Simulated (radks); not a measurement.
Values are calculated unless marked as measured or tabulated.
Ho2+, 65 electrons, occupied as [Xe] 4f10 6s1 (not the ground configuration).

Level of theory: Dirac Kohn-Sham, PBE, spin-unpolarised, spherical densities, finite nucleus; open shells fill j = l - 1/2 first; Fermi nuclear charge, rms radius 5.2022 fm (a radial shooting solver on a logarithmic mesh with Libxc functionals).

Energy parts (hartree):
| part | energy |
|---|---|
| total | -12626.4517 |
| kinetic | 13890.5691 |
| electron-nucleus | -31130.7449 |
| Hartree | 4884.6944 |
| exchange-correlation | -270.9702 |

Orbitals (lengths in bohr, moments of r in powers of bohr):
orbital,occ.,eigenvalue (hartree),<r^2>,<1/r>,<r^4>
1s1/2,2,-2037.629,0.0005883,76.04,9.258e-07
2s1/2,2,-341.3735,0.009111,18.25,0.0001441
2p1/2,2,-324.9813,0.006582,18.23,0.00008844
2p3/2,4,-293.4921,0.007805,15.88,0.0001195
3s1/2,2,-76.94037,0.06029,6.674,0.005498
3p1/2,2,-69.76134,0.05588,6.590,0.004950
3p3/2,4,-63.18507,0.06278,5.993,0.006196
3d3/2,4,-50.86545,0.04962,5.876,0.004387
3d5/2,6,-49.42885,0.05153,5.729,0.004702
4s1/2,2,-15.90736,0.3036,2.793,0.1341
4p1/2,2,-13.05437,0.3175,2.685,0.1509
4p3/2,4,-11.57563,0.3554,2.480,0.1891
4d3/2,4,-6.87478,0.4021,2.261,0.2636
4d5/2,6,-6.60570,0.4170,2.210,0.2836
5s1/2,2,-2.61243,1.770,1.064,4.635
5p1/2,2,-1.82116,2.219,0.9428,7.582
5p3/2,4,-1.62110,2.535,0.8722,9.915
4f5/2,6,-0.97795,0.8012,1.672,1.765
4f7/2,4,-0.93959,0.8303,1.649,1.917
6s1/2,1,-0.61651,11.49,0.3959,191.2

The highest occupied level is 6s1/2 at -16.776 eV. Summed over all electrons, <r^2> = 45.57 bohr^2, which gives a Langevin (diamagnetic) susceptibility term of -36.1 x 10^-6 cm^3/mol. The density falls to 0.001 e/bohr^3 at r = 4.15 bohr. The electron density at the nucleus is 8.054e+05 e/bohr^3.
